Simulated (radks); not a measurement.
Question: All-electron atom: neutral cobalt in [Ar] 3d7 4s2. All-electron calculation, scalar-relativistic Kohn-Sham, LDA (Slater exchange, VWN5 correlation), spin-polarised, spherical densities, finite nucleus; open shells are filled with parallel spins first; Fermi nuclear charge, rms radius 3.7875 fm; hard spherical wall at 20 bohr. Program: a radial shooting solver on a logarithmic mesh with Libxc functionals. Some entries of the table are withheld. Estimate them.

orbital,occ.,eigenvalue (eV),r(max) (bohr)
1s up,1,-7576.368,0.03684
1s down,1,-7576.349,0.03684
2s up,1,-897.5412,0.2136
2s down,1,-895.9079,0.2135
2p up,3,-769.7265,0.1720
2p down,3,-768.4666,0.1719
3s up,1,-103.1830,0.6688
3s down,1,-99.9825,0.6695
3p up,3,-66.7955,0.6775
3p down,3,-63.6800,0.6786
3d up,5,-9.6092,0.6619
3d down,2,-6.8715,0.6688
4s up,1,-5.9251,2.267
4s down,1,-5.3812,2.350
4p up,0,(1),3.131
4p down,0,(2),3.323
5s up,0,(3),8.606
5s down,0,(4),8.879
4d up,0,0.8701,11.85
4d down,0,0.8704,11.85

Answer: 
(1) 4p up eigenvalue (eV): -1.4800
(2) 4p down eigenvalue (eV): -1.2935
(3) 5s up eigenvalue (eV): 0.0749
(4) 5s down eigenvalue (eV): 0.1067
